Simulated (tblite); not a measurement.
Compound: C4H6O4.
SMILES with atom numbers: `[O:1]=[CH:2][O:3][CH2:4][CH2:5][C:6](=[O:7])[OH:8]` (hydrogens: H9 on C2; H10, H11 on C4; H12, H13 on C5; H14 on O8)

Geometry (GFN2-xTB, Å), atoms numbered from 1 in this order:
```xyz
14
C4H6O4 angstrom
O     -2.4218   -0.2700   -1.0938
C     -2.5732   -0.1717    0.0874
O     -1.7008    0.2978    0.9619
C     -0.4461    0.7488    0.4465
C      0.4676   -0.4224    0.0956
C      1.8363    0.0571   -0.3191
O      2.1991    1.2005   -0.3442
O      2.6267   -0.9645   -0.6617
H     -3.4903   -0.4651    0.6262
H     -0.6169    1.3626   -0.4430
H     -0.0060    1.3627    1.2336
H      0.0416   -1.0017   -0.7267
H      0.5808   -1.0901    0.9526
H      3.5023   -0.6445   -0.9321
```

Level: GFN2-xTB in tblite, geometry and Hessian alike; calculated harmonic values, unscaled, isolated species. The method is semi-empirical: single wavenumbers can be off by several per cent or more. One conformer, not necessarily the lowest.

Harmonic wavenumbers (cm⁻¹): 30.9, 56.1, 74.3, 147.7, 224.5, 305.5, 399.2, 467.1, 517.0, 613.5, 654.6, 731.0, 807.5, 918.0, 941.0, 960.5, 1035.0, 1083.2, 1124.9, 1144.9, 1175.0, 1211.4, 1244.9, 1280.5, 1337.2, 1350.9, 1424.0, 1439.0, 1789.1, 1801.1, 2830.3, 2959.7, 2978.8, 2988.9, 3005.0, 3441.6.

A = 4960, B = 983.3, C = 916.8 MHz; mass 118.027 u (most abundant isotopes); point group C1, symmetry number 1.

Zero-point energy?

½Σν̃ = 22247 cm⁻¹ = 63.61 kcal/mol.

Give the ideal-gas entropy at 500 K and 1 bar in the rigid-rotor, harmonic-oscillator model (classical rotation).

Translation 42.81, rotation 30.21, vibration 39.77: S = 112.8 cal/(mol K).

And Cp and H(500 K) − H(0)?

Cp = 43.82 cal/(mol K), of which vibrations give 35.87 (their classical limit is 36 R = 71.5); H(500 K) − H(0) = 13.46 kcal/mol without the zero-point energy, 9.48 from vibrations.

How do the functions run with temperature in this model?

```csv
T (K),S (cal/(mol K)),Cp (cal/(mol K)),H − H(0) (kcal/mol),G − H(0) (kcal/mol),ln q(vib)
50,59.2,13.5,0.53,-2.43,0.89
100,69.6,16.8,1.29,-5.67,2.22
298.15,93.8,30.3,5.91,-22.04,6.53
373.15,101.2,35.8,8.39,-29.36,8.02
750,132.8,54.8,25.90,-73.71,15.09
1000,149.6,61.7,40.53,-109.07,19.37
```

q(vib) and H(0) count from the zero-point level.

Blend soft modes into free rotors: weight 1/[1 + (100 cm⁻¹/ν̃)⁴] for the oscillator and the rest for a rotor with moment μB/(μ + B), μ = h/(8π²ν), B = 10⁻⁴⁴ kg m². What vibrational entropy results?

34.81 cal/(mol K) in place of 39.77, which changes −T·S at 500 K by +2.48 kcal/mol.

What must be added to the electronic energy to get the Gibbs energy at 500 K and 1 bar?

ZPE + [H(500 K) − H(0)] − T·S = 63.61 + 13.46 − 56.39 = 20.68 kcal/mol.

Which modes carry the vibrational entropy at 500 K?

30.9 cm⁻¹: 6.80; 56.1 cm⁻¹: 5.61; 74.3 cm⁻¹: 5.06; 147.7 cm⁻¹: 3.70; 224.5 cm⁻¹: 2.89; 305.5 cm⁻¹: 2.31 cal/(mol K); the other 30 give 13.41 together.

Hindered rotation and anharmonicity are outside this model. Other conformers, if any are populated, would add a mixing term that is left out. The structure is chiral; the term R ln 2 for an equal mix with its mirror image is left out.
